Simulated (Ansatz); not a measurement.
Relaxation of AlCl$_{3}$H$_{2}$O$_{2}$ (8 atoms, charge 0, multiplicity 1), to a largest force component of 0.03 eV/Å in at most 50 steps.

All numbers below come from Ansatz, RKS PBE0-D4/def2-SVP.

```xyz
8
Properties=species:S:1:pos:R:3
Al -0.125 -1.237 -0.169
Cl -2.079 1.671 -0.532
Cl -0.528 -2.134 -1.996
Cl -0.738 -2.014 1.649
H -0.768 1.731 -0.567
O 0.922 0.244 -0.307
O 1.203 0.713 1.021
H 2.112 1.026 0.901
```

Q: Where does it end, and by what steps?

A: It converged. The force dipped under the threshold on the way, but the program's further checks kept it going. After 48 steps the energy has fallen by 1.551 eV; H5 moved furthest, 1.78 Å. Parted: Cl2–H5 (1.31 → 3.53 Å). Joined: Al1–Cl2 (3.52 → 2.10 Å), H5–O6 (2.27 → 0.97 Å).

```
step  energy less start (eV)  largest force component (eV/Å)  accepted
   0                  0.0000                           1.417       yes
   2                 -0.2562                           0.276       yes
   4                 -0.3180                           0.891        no
   6                 -0.3747                           0.316       yes
   8                 -0.4640                           1.137       yes
  10                 -1.0376                           3.121       yes
  12                 -1.3441                           0.629       yes
  14                 -1.3871                           1.466        no
  16                 -1.4249                           0.043       yes
  18                 -1.4300                           0.053       yes
  20                 -1.4415                           0.342       yes
  22                 -1.4665                           0.578       yes
  24                 -1.4801                           0.147       yes
  26                 -1.4844                           0.070       yes
  28                 -1.4896                           0.133       yes
  30                 -1.4898                           0.402        no
  32                 -1.4989                           0.234       yes
  34                 -1.5113                           0.605       yes
  36                 -1.5322                           0.492       yes
  38                 -1.5420                           0.086       yes
  40                 -1.5454                           0.171       yes
  42                 -1.5462                           0.479        no
  44                 -1.5503                           0.026       yes
  46                 -1.5504                           0.104        no
  48                 -1.5509                           0.021       yes
```

```xyz
8
Properties=species:S:1:pos:R:3
Al -0.862 -0.570 -0.212
Cl -2.461 0.383 -1.175
Cl 0.577 -1.588 -1.411
Cl -1.197 -1.328 1.721
H 0.125 1.487 0.955
O 0.321 0.980 0.150
O 1.705 0.674 0.322
H 1.792 -0.039 -0.351
```

Whether the end is a true minimum wasn't checked by a vibrational analysis.

The run took 80 s on 2 threads of Intel(R) Xeon(R) 6975P-C (Granite Rapids) (shared host), peak memory 0.3 GiB.
